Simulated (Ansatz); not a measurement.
# A barrier at the coupled-cluster level

Start structure (Si$_{2}$H$_{6}$ClOF$_{3}$, closed shell), relaxed at PBE0-D4/def2-TZVP:

```tsv
atom	x (Å)	y (Å)	z (Å)
Si1	-1.1477	0.5075	-0.7893
Si2	-1.5546	-0.3768	1.3320
F3	0.0349	-0.2506	-1.5650
F4	-0.7471	2.0380	-0.7981
Cl5	-2.7719	0.3254	-2.0147
H6	1.8614	0.3061	0.4315
F7	1.1873	0.5493	1.0680
H8	3.2758	-0.9381	-0.6778
O9	2.7598	-0.1346	-0.7808
H10	-1.2672	0.6369	2.3705
H11	-0.7353	-1.5998	1.5063
H12	-2.9938	-0.7477	1.3770
H13	2.0983	-0.3156	-1.4595
```

The step: Si₂H₃ClF₂ ([F][Si]([F])([SiH3])[Cl]) + H₂O + HF → SiClF₃ ([F][Si]([F])([F])[Cl]) + SiH₄ + H₂O; bonds formed: Si1–F7, Si2–H8, H6–O9; bonds broken: Si1–Si2, H6–F7, H8–O9. Program: Ansatz 0.2.0. Basis: def2-TZVPP and def2-QZVPP. Cores are frozen in the correlated methods. Extrapolation: Hartree–Fock as exp(−7.88 √X), correlation as X^−2.97. Energies below are by CCSD(T) at an estimated basis limit (MP2 extrapolated from triple and quadruple zeta, plus CCSD(T) − MP2 in triple zeta).

Q: What are the electronic barrier and the energy of the step, from the start structure to the end structure? (Judge from chemistry; the value comes from the calculation.)

A: Computed: Barrier 167.9 kJ/mol; step energy -108.6 kJ/mol (downhill); reverse barrier, their difference, 276.5 kJ/mol. Barrier and step energy count from the start structure, the reverse barrier from the end structure.

The saddle point: One imaginary mode of 650i cm⁻¹.
| pair | start (Å) | saddle (Å) | end (Å) |
| --- | --- | --- | --- |
| Si1–F7 | 2.98 | 1.70 | 1.57 |
| Si2–H8 | 5.26 | 1.94 | 1.49 |
| H6–O9 | 1.57 | 0.99 | 0.96 |
| Si1–Si2 | 2.33 | 2.50 | 4.58 |
| H6–F7 | 0.96 | 1.75 | 2.83 |
| H8–O9 | 0.96 | 1.17 | 3.00 |

Zero-point energy (harmonic, PBE0-D4): ZPE is 185.0 kJ/mol at the start and 178.6 kJ/mol at the saddle, so the barrier goes from 167.9 to 161.5 kJ/mol.

No T1 diagnostic of these runs exceeds 0.013.

Labels in which every atom is bracketed show which atoms are joined, not bond orders.

For scale, one of the runs: CCSD(T)/def2-TZVPP, 334 basis functions, launched by `ansatz run in.yaml --threads 4 --pin off --events-out ev --progress --plain --max-ram 66560MiB --backend cuda --devices 0, --max-vram 37GiB`. Time: 11 s of wall clock on 4 CPU threads of an AMD EPYC 7R13 and a share of one NVIDIA H100; the host was shared. Peak host memory: 0.84 GiB.
